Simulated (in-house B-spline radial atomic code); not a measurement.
Computed with a B-spline radial atomic code. Model: two electrons, singlet ground state, non-relativistic, full CI in B-splines with partial waves to l = 8 (at full coupling up to 3e-4 hartree above the limit, correlation up to 0.6 % small), density held at that of full coupling by Lieb maximisation.

Along the adiabatic connection the electron repulsion is scaled by a coupling λ while a local potential keeps the density fixed. At λ = 0 the system is the Kohn-Sham one and W equals the exchange energy; the exchange-correlation energy is the area under W between 0 and 1. The kinetic energy rises with λ as the electrons avoid each other, with dT/dλ = −λ dW/dλ.

Command:
```bash
python run_ac.py task.json out
```
Settings (lengths in bohr, energies in hartree):
```
potential              dot
strength               0.779
lmax                   8
second                 2
```

Cost of the run: 8.8 s on 1 thread of Intel(R) Xeon(R) Processor @ 2.30GHz (shared host).

**W = mean repulsion less Hartree energy, and W of three functionals.**

Given: confinement charge in harmonic well; well frequency 0.779 hartree; nuclear charge 2; external potential omega^2 r^2/2 - Z/r.

Computed: LDA exchange minus exact 173.96 millihartree; PBE exchange minus exact 29.76 millihartree.

```
coupling  W xc (hartree)  W xc minus exchange (millihartree)  kinetic minus Kohn-Sham (millihartree)  LDA (PW92) W minus its exchange (millihartree)  PBE W minus its exchange (millihartree)  SCAN W minus its exchange (millihartree)
       0          -1.211                                   0                                       0                                               0                                        0                                         0
    0.02         -1.2129                              -1.843                                    0.02                                          -12.31                                    -1.99                                     -1.85
    0.05         -1.2156                              -4.581                                    0.11                                          -25.32                                       -5                                     -4.56
    0.12         -1.2219                             -10.853                                    0.65                                          -48.74                                   -12.02                                    -10.69
    0.25         -1.2331                             -22.076                                    2.72                                          -81.73                                   -24.78                                    -21.49
     0.4         -1.2454                             -34.383                                    6.71                                         -111.74                                    -38.9                                     -33.2
     0.6               ?                                   ?                                       ?                                               ?                                        ?                                         ?
     0.8               ?                                   ?                                       ?                                               ?                                        ?                                         ?
       1         -1.2887                             -77.666                                   36.57                                         -195.58                                   -88.62                                    -73.87
     1.4         -1.3131                             -102.13                                   65.82                                         -235.58                                  -116.59                                    -96.79
       2         -1.3447                             -133.69                                  119.18                                         -283.13                                  -152.59                                    -126.5
       3         -1.3869                             -175.86                                  223.68                                          -342.6                                   -200.9                                   -166.79
     4.5         -1.4335                              -222.5                                  396.57                                         -405.89                                  -255.34                                   -212.49
       7         -1.4853                             -274.27                                  689.26                                         -476.23                                  -318.44                                   -264.96
      10         -1.5248                             -313.75                                  1020.5                                         -531.87                                  -369.72                                   -306.07
```

**Question.** What belongs in the row 0.6?

**Answer.** W xc (hartree): -1.2608; W xc minus exchange (millihartree): -49.806; kinetic minus Kohn-Sham (millihartree): 14.4; LDA (PW92) W minus its exchange (millihartree): -144.41; PBE W minus its exchange (millihartree): -56.64; SCAN W minus its exchange (millihartree): -47.75.

**Question.** What belongs in the row 0.8?

**Answer.** W xc (hartree): -1.2752; W xc minus exchange (millihartree): -64.201; kinetic minus Kohn-Sham (millihartree): 24.46; LDA (PW92) W minus its exchange (millihartree): -171.81; PBE W minus its exchange (millihartree): -73.18; SCAN W minus its exchange (millihartree): -61.26.

**Question.** What is the SCAN exchange minus exact?

**Answer.** 1.8382 millihartree.

**Energy parts, natural occupations and partial-wave weights.**

Computed: total energy -2.3535 hartree; correlation energy -0.0411 hartree; kinetic part of the DFT correlation energy 0.036566 hartree; initial slope twice GL2 -0.092498 hartree; kinetic part over minus potential part 0.47081; Kohn-Sham kinetic 3.7038 hartree; Lieb Oxford ratio E_xc over LDA exchange 1.2074.

| natural | occupation of the shell (electrons) |
| --- | --- |
| s | 1.9894 |
| p | ? |
| s | 0.0031797 |
| d | 0.00029659 |
| p | 0.00017246 |
| s | 5.0527e-05 |

**Question.** What belongs in the row p?

**Answer.** occupation of the shell (electrons): 0.0068248.

```csv
wave,weight
s,0.9963
p,?
d,0.00016276
f,2.23e-05
g,5.1348e-06
```

**Question.** What belongs in the row p?

**Answer.** weight: 0.0035058.

**Question.** What is the exchange energy?

**Answer.** -1.211 hartree.

**Question.** What is the Hartree energy?

**Answer.** 2.422 hartree.

Half-way to full coupling W has made 54 % of its drop, against 50 % for a straight line, and second-order (GL2) theory, half the initial slope, overshoots the correlation energy by about 13 %: a moderate bend, as in light atoms. Over couplings 0 to 1 the errors in E_xc come to about +95 millihartree for LDA, +24 millihartree for PBE, +3.5 millihartree for SCAN, so SCAN is nearest. In LDA and PBE the errors of exchange and correlation have opposite signs, so the sum is smaller than the larger of the two.
